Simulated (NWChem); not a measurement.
SiHOF, singlet; SMILES O[Si]F

```xyz
4

Si     0.6214     0.0125     0.0000
F     -0.4211    -1.2591     0.0000
O     -0.4493     1.2760     0.0000
H     -1.3979     1.0886     0.0000
```
Atoms are numbered in this order, from 1.

Program: NWChem. Geometry optimised at PBE0/def2-SVP; all other runs use it. Low-valent species are run as closed-shell singlets; no triplet was tried in these runs.

```csv
quantity,level,value
−ε(HOMO) (eV),PBE/def2-SVP,6.48
"isotropic polarisability (bohr³), static",B3LYP/def2-SVPD,33.7
"vertical, lowest excitation, singlet (eV)","B3LYP/def2-SVPD, TDA",5.78
solvation free energy (kcal/mol) in n-hexane,"PBE0/def2-SVP, SMD",-2.5
dipole (D),PBE0/def2-SVP,0.99
highest harmonic frequency (cm⁻¹),PBE0/def2-SVP,3856
```
